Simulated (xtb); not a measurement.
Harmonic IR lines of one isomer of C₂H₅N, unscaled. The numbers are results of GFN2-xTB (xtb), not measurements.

```tsv
wavenumber (cm⁻¹)	relative intensity
374	26
637	68
680	100
809	6.5
1000	9.6
1068	11
1237	25
1409	7.6
1512	19
1718	89
3061	20
3110	19
3158	21
```

Problem. Name which structure gives these lines.
A) `C=NC`
B) `[H]/N=C\C`
C) `C=CN`

Solution. C, `C=CN`
